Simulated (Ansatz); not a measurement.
`N=CC(F)F` + `FC1C[SiH2]1` → `N=CC1(F)C[SiH2]1` + difluoromethane  (formal exchange of groups at a C–C bond)

Computed with Ansatz on PBE0-D4/def2-TZVP structures; ΔE is electronic, products minus reactants. CBS: MP2 limit from def2 TZ/QZ plus the TZ coupled-cluster correction, frozen cores. This one scheme is used for every species. DFT in def2-TZVPP. One conformer a species, not always the lowest.

`N=CC(F)F`:

Cartesian coordinates in Å:
```
N 0.108 -1.541 -0.204
C -0.072 -0.440 0.378
C 0.063 0.832 -0.408
F -1.101 1.526 -0.341
F 1.025 1.606 0.155
H -0.012 -2.325 0.437
H -0.325 -0.304 1.436
H 0.314 0.645 -1.455
```

`FC1C[SiH2]1`:

```xyz
9

F     0.076    1.164   -1.679
C     0.366    0.108   -0.854
C     0.576    0.445    0.615
Si   -0.892   -0.651    0.292
H     1.127   -0.529   -1.300
H     0.306    1.467    0.868
H     1.500    0.121    1.081
H    -0.839   -2.103    0.565
H    -2.221   -0.022    0.411
```

`N=CC1(F)C[SiH2]1`:

Cartesian coordinates in Å:
```
N 2.019 -0.399 1.539
C 1.009 -0.632 0.817
C 0.220 0.347 0.055
F 0.761 1.608 0.092
C -0.305 -0.075 -1.322
Si -1.652 0.161 -0.080
H 2.238 0.599 1.524
H 0.653 -1.665 0.734
H 0.009 -1.049 -1.683
H -0.209 0.709 -2.068
H -2.297 -1.004 0.556
H -2.447 1.401 -0.164
```

`FCF`:

```xyz
5

F     0.895   -0.812   -0.506
C     0.011    0.073    0.007
F    -1.106   -0.595    0.372
H     0.451    0.536    0.895
H    -0.251    0.798   -0.768
```

```
             level  ΔE (eV)
         r2SCAN-D4    -0.25
            B2PLYP    -0.19
               PBE    -0.20
            r2SCAN    -0.24
              PBE0    -0.19
CCSD(T)/def2-TZVPP    -0.20
    MP2/def2-QZVPP    -0.26
    CCSD/CBS(def2)    -0.17
```

(1) What does CCSD(T)/CBS give? (An estimate is asked.)

Largest T1 diagnostic among the species: 0.013.

Results:

(1) Ansatz gave: -0.20 eV. The listed levels differ from it by -0.05, 0.01, 0.00, -0.04, 0.01, 0.00, -0.06, 0.03 eV.

In def2-TZVPP, CCSD(T) changes the Hartree–Fock value by −0.09 eV (the triples alone add −0.02 eV) and MP2 by −0.15 eV. The D4 term adds −0.06 eV with B3LYP and −0.03 eV with PBE0; it sums over pairs of atoms, weighted by their polarisabilities, and B3LYP, whose exchange is more repulsive, gets the larger term.

B3LYP here is the variant with VWN-RPA as its local correlation; programs differ in this.
